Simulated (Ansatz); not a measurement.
Relaxation of BCl$_{2}$HO (5 atoms, charge 0, multiplicity 1), to a largest force component of 0.02 eV/Å in at most 50 steps.

The calculation used RKS LDA/def2-SVP (Ansatz).

```xyz
5
Properties=species:S:1:pos:R:3
O 1.069 0.580 -0.075
B -0.110 -0.306 -0.089
Cl -0.386 -1.454 1.315
Cl -1.195 -0.328 -1.522
H 0.671 1.436 0.330
```

**Question.** Where does it end, and by what steps?

**Answer.** The forces met the threshold. After 8 steps the energy has fallen by 0.939 eV; H5 moved furthest, 0.61 Å.

| step | energy less start (eV) | largest force component (eV/Å) | accepted |
| --- | --- | --- | --- |
| 0 | 0.0000 | 4.144 | yes |
| 1 | -0.3396 | 2.124 | yes |
| 2 | -0.4618 | 1.576 | yes |
| 3 | -0.6290 | 0.671 | yes |
| 4 | -0.7153 | 0.646 | yes |
| 5 | -0.8901 | 0.667 | yes |
| 6 | -0.9375 | 0.048 | yes |
| 7 | -0.9383 | 0.043 | yes |
| 8 | -0.9386 | 0.012 | yes |

```xyz
5
Properties=species:S:1:pos:R:3
O 0.776 0.651 0.394
B -0.123 -0.288 0.074
Cl -0.315 -1.657 1.134
Cl -1.100 -0.158 -1.383
H 0.812 1.378 -0.259
```

Whether the end is a true minimum wasn't checked by a vibrational analysis.

Time of the run: 17 s on 1 thread of Intel(R) Xeon(R) Processor @ 2.50GHz (Skylake/Cascade Lake), with other jobs on the host, peak memory 0.14 GiB.
